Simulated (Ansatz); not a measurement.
`[CH3][Sn][NH2]` + NH₃ → `[NH2][Sn][NH2]` + CH₄ at 700 K and 1 bar (ligand exchange at the Sn–C bond).

Gas-phase electronic energies from Ansatz, PBE0-D4/def2-TZVP geometries. CCSD(T)/CBS is the MP2 limit (def2-TZVPP, def2-QZVPP) plus CCSD(T) − MP2 in def2-TZVPP, frozen cores. This one scheme is used for every species. def2 core potentials past Kr. For Sn outer-core shells are correlated without core-valence functions, which leaves a few kJ/mol of doubt a bond. Each species was taken in one conformer, which may not be the lowest.

```csv
species,CCSD(T)/CBS energy (Eh),H − E (kJ/mol),S (J/(mol·K))
`[CH3][Sn][NH2]`,-309.80337,217.2,417.0
NH₃,-56.50880,116.9,226.5
`[NH2][Sn][NH2]`,-325.87419,187.0,395.3
CH₄,-40.46206,145.9,224.0
```

H − E and S are ideal-gas, rigid-rotor, harmonic terms from PBE0-D4/def2-TZVP, for one conformer and one mirror image of each species. 1 Eh = 2625.50 kJ/mol, R = 8.31446 J/(mol·K).

Task: By hand: ΔE, ΔH, ΔS and ΔG.

Result: ΔE = (-325.87419) + (-40.46206) − (-309.80337) − (-56.50880) = -0.02408 Eh = -63.2 kJ/mol. Δ(H − E) = 187.0 + 145.9 − 217.2 − 116.9 = -1.2, so ΔH = -64.4 kJ/mol. ΔS = 395.3 + 224.0 − 417.0 − 226.5 = -24.2 J/(mol·K). ΔG = -64.4 − 700 × (-24.2)/1000 = -47.5 kJ/mol.

Task: By hand: the equilibrium constant, and the temperature at which ΔG would vanish if ΔH and ΔS stayed fixed.

Result: log₁₀ K = −ΔG/(RT ln 10) = 3.5. ΔG = 0 at ΔH/ΔS = 2661 K, far beyond where these terms or the molecules hold.

ΔH outweighs TΔS. A doubt of 5 kJ/mol in ΔE shifts log₁₀ K by 0.4 here. Other conformers and mirror images would add mixing entropy, several J/(mol·K) or more a flexible species. Modes under 60 cm⁻¹, often nearly free rotors, make the harmonic entropy too high. These are equilibria of isolated gas molecules and say nothing of rates. Largest T1 diagnostic: 0.016 (customary marks: 0.02 for closed shells, 0.045 for open ones).
